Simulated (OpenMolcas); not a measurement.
## Fe3+ in a point-charge field

Fe3+ among 2 point charges of -1 e arranged as a linear pair (D∞h), 1.6 Å from the ion.
```
   0.0000    0.0000    1.6000  -1.00
   0.0000    0.0000   -1.6000  -1.00
```

```json
{"Program": "OpenMolcas", "Method": "SS-CASPT2, IPEA 0.25 Eh, imaginary shift 0.1 Eh (closed shells correlated: 3s 3p)", "Basis": "ANO-RCC-VDZP [5s4p2d1f]", "Scalar Hamiltonian": "DKH2, point nucleus", "Active space": "5 electrons in 5 orbitals (3d)", "State averaging": "2S+1 = 6 even, 1 root; 2S+1 = 4 even, 24 roots; 2S+1 = 2 even, 75 roots", "Spin-orbit coupling": "RASSI with atomic mean-field integrals over the reference wave functions"}
```

The lowest spin-free states (labels by Λ), above the lowest:

| State | Degeneracy | E (cm-1) | Free-ion L (%) |
| --- | --- | --- | --- |
| 6Σ | 1 | 0 | S (100) |
| 4Δ | 2 | 32030 | G (85) |
| 4Φ | 2 | 32520 | G (94) |
| 4Π | 2 | 33980 | G (88) |
| 4Γ | 2 | 34000 | G (100) |
| 4Π | 2 | 34530 | P (51) |
| 4Σ | 1 | 35100 | G (100) |
| 4Σ | 1 | 37190 | P (100) |
| 4Δ | 2 | 39410 | D (82) |
| 4Σ | 1 | 41060 | D (100) |
| 4Π | 2 | 45380 | D (55) |
| 2Γ | 2 | 48850 | I (88) |
| 2Π | 2 | 49040 | I (96) |
| 2Σ | 1 | 49110 | I (96) |
| 2H | 2 | 49130 | I (91) |
| 2Δ | 2 | 49270 | I (96) |
| 2Φ | 2 | 49480 | I (95) |
| 2I | 2 | 49940 | I (100) |
| 2Π | 2 | 50980 | D (56) |
| 2Δ | 2 | 51270 | D (55) |

The lowest levels with spin-orbit coupling:

```json
{"E (cm-1)": "0", "Degeneracy": "2", "2S+1": "6", "g": "0.00 0.00 10.01"}
{"E (cm-1)": "0", "Degeneracy": "2", "2S+1": "6", "g": "0.00 0.00 6.01"}
{"E (cm-1)": "1", "Degeneracy": "2", "2S+1": "6", "g": "2.00 6.01 6.01"}
{"E (cm-1)": "31770", "Degeneracy": "2", "2S+1": "4", "g": "0.00 0.00 9.94"}
{"E (cm-1)": "31890", "Degeneracy": "2", "2S+1": "4", "g": "0.00 0.00 5.93"}
{"E (cm-1)": "32050", "Degeneracy": "2", "2S+1": "4", "g": "0.00 0.00 1.92"}
{"E (cm-1)": "32240", "Degeneracy": "2", "2S+1": "4", "g": "0.00 0.00 1.99"}
{"E (cm-1)": "32410", "Degeneracy": "2", "2S+1": "4", "g": "0.00 0.00 12.00"}
{"E (cm-1)": "32490", "Degeneracy": "2", "2S+1": "4", "g": "0.00 0.00 8.05"}
{"E (cm-1)": "32570", "Degeneracy": "2", "2S+1": "4", "g": "0.00 0.00 4.09"}
{"E (cm-1)": "32650", "Degeneracy": "2", "2S+1": "4", "g": "0.00 0.00 0.10"}
{"E (cm-1)": "33860", "Degeneracy": "2", "2S+1": "4", "g": "0.00 0.00 7.98"}
{"E (cm-1)": "33920", "Degeneracy": "2", "2S+1": "4", "g": "0.00 0.00 3.99"}
{"E (cm-1)": "33960", "Degeneracy": "2", "2S+1": "4", "g": "0.00 0.00 7.97"}
{"E (cm-1)": "33990", "Degeneracy": "2", "2S+1": "4", "g": "0.00 0.00 2.02"}
{"E (cm-1)": "34000", "Degeneracy": "2", "2S+1": "4", "g": "0.04 0.94 0.94"}
{"E (cm-1)": "34000", "Degeneracy": "2", "2S+1": "4", "g": "0.00 0.00 14.00"}
{"E (cm-1)": "34010", "Degeneracy": "2", "2S+1": "4", "g": "0.00 0.00 6.01"}
{"E (cm-1)": "34020", "Degeneracy": "2", "2S+1": "4", "g": "0.00 0.00 10.01"}
{"E (cm-1)": "34100", "Degeneracy": "2", "2S+1": "4", "g": "0.71 0.71 3.95"}
```

Powder χT (cm3 K/mol): 4.38 at 2 K, 4.39 at 10 K, 4.39 at 50 K, 4.39 at 100 K, 4.39 at 200 K, 4.39 at 300 K. The effective moment at 300 K is 2.828 √(χT) = 5.92 μB.

The lowest level has 2S+1 = 6, for which the spin-only value is χT = S(S+1) / 2 = 4.375 cm3 K/mol (g = 2). The computed 4.385 at 300 K differs by +0.010, little more than the free-electron g of 2.0023 accounts for.

Roots that are degenerate in the reference are averaged as groups; the widest CASPT2 spread within a group is 33 cm-1 (the 2-fold group of multiplicity 2 near 82100 cm-1 above the lowest state of its run). Shifts and gaps below about the spread of the groups concerned are not significant. Free-ion shares, where given, are those of the reference states; single-state CASPT2 does not remix them. Point charges carry no covalency, so the field is a model and not that of real ligands. No measured value stands beside these numbers.
